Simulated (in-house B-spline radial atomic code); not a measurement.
## Binding energies in Bi VI (Bi5+)

NIST's tabulated ground configuration is [Xe] 4f14 5d10; each binding energy is the energy of the ion with one electron taken from that subshell, relaxed, less that of the parent. All numbers are computed (Dirac-Hartree-Fock, average of configuration; Fermi nucleus of rms radius 5.5211 fm) with an all-electron radial atomic-structure program (B-spline basis), not measured. Energies include first-order Breit, QED and recoil terms.

```tsv
subshell	X-ray name	binding energy (eV)	-ε (eV)	relaxation (eV)
1s	K	90588.4	91197.6	94.2
2s	L1	16459.7	16582.9	55.9
2p1/2	L2	15777.8	15905.2	61.0
2p3/2	L3	13484.7	13582.0	56.6
3s	M1	4072.7	4117.2	30.6
3p1/2	M2	3767.7	3812.7	31.9
3d3/2	M4	2755.1	2793.0	32.8
3d5/2	M5	2647	2682.3	31.9
4s	N1	1011.4	1027.0	12.3
4p1/2	N2	878.6	893.7	12.3
4p3/2	N3	749.8	762.2	11.0
4d3/2	N4	533.7	545.3	10.9
4d5/2	N5	509.7	520.5	10.5
5s	O1	232.5	235.9	2.8
4f5/2	N6	226.8	237.2	10.6
4f7/2	N7	221.5	231.5	10.4
5p1/2	O2	184.9	187.8	2.5
5p3/2	O3	160.2	162.4	2.0
5d3/2	O4	89.92	91.32	1.37
5d5/2	O5	86.79	88.01	1.23
```

Relaxation = -ε minus the binding energy without Breit, QED and recoil terms.

Emission lines follow as differences of binding energies, with λ = 12398.42 eV·Å / E:

```csv
line,holes,energy (eV),wavelength (Å)
K-L3,1s → 2p3/2,77103.7,0.1608
K-L2,1s → 2p1/2,74810.6,0.16573
L3-M5,2p3/2 → 3d5/2,10837.7,1.144
L2-M4,2p1/2 → 3d3/2,13022.7,0.95206
L3-M1,2p3/2 → 3s,9412.0,1.3173
L2-N4,2p1/2 → 4d3/2,15244.1,0.81333
M5-N7,3d5/2 → 4f7/2,2425.5,5.1117
M4-N6,3d3/2 → 4f5/2,2528.3,4.9039
```

(1) What screening constant σ does Moseley's law, E = (3/4)·13.6057 eV·(Z - σ)², need for K-L3?

Moseley's non-relativistic formula needs a falling, then negative, screening constant for heavy elements, because relativity binds the 1s electron more strongly than the formula allows.

(2) What does it cost to remove both a 3p1/2 and a 4s electron?

(3) What does it cost to remove both a 2s and a 4d5/2 electron?

(4) What does it cost to remove both a 3d5/2 and a 4p3/2 electron?

Results:

(1) σ = -3.93.

(2) 4824 eV, which is 44.88 eV more than the two single binding energies together.

(3) 17014 eV, which is 45.02 eV more than the two single binding energies together.

(4) 3439.2 eV, which is 42.47 eV more than the two single binding energies together.
